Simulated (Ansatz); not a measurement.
Frontier orbitals of AlBH$_{7}$NSi.

```xyz
11

B     0.7019   -1.0211   -0.8287
Si    0.6486    0.5661   -1.7949
Al   -0.8179    0.0232    0.4105
N    -0.3366    0.2297    2.0967
H     1.6210   -1.2709   -0.1067
H    -0.2810   -1.7432   -0.7999
H    -0.5075    1.0383   -2.6022
H     1.6941    1.6165   -1.7208
H    -2.3570    0.0680    0.0454
H     0.6133    0.2010    2.4299
H    -0.9790    0.2922    2.8706
```

Charge 0, multiplicity 1. The bonds changed during the relaxation, so this is another structure than the one it started from. The geometry is a stationary point of PBE0-D4/def2-TZVP. It is one conformer, not always the lowest. Basis def2-TZVPP, Ansatz 0.2.0.

Orbital energies of one run (eV). Highest occupied ones, from the top: -9.06, -10.03, -11.42, -11.66, -12.15, -13.43, -14.63, -15.95, -16.36, -19.23, -25.97, -75.63, -75.68, -75.82. Empty: -0.01, 1.73, 2.33, 2.82, 3.08, 3.37.

Question: Which functional gave them?
A. LDA (SPW92)
B. r2SCAN
C. ωB97X-V
D. PBE0

Answer: C. HOMO energies: ωB97X-V -9.06, PBE0 -6.97, LDA (SPW92) -6.15, r2SCAN -6.22 eV.
